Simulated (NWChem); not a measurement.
# WF6; SMILES [F][W]([F])([F])([F])([F])[F]

Not confirmed as a minimum by frequencies. def2 effective core potentials on W; no spin-orbit coupling.

Task: Give the equilibrium geometry at PBE0/def2-SVP with def2 effective core potentials on W (NWChem) as an XYZ file, with the point group.

Result: point group Oh; any orientation.
```
7

W      0.0000     0.0000     0.0000
F     -1.3018     0.9364     0.9006
F      1.3018    -0.9364    -0.9006
F     -1.2991    -0.9516    -0.8885
F     -0.0136     1.2650    -1.3350
F      0.0136    -1.2650     1.3350
F      1.2991     0.9516     0.8885
```
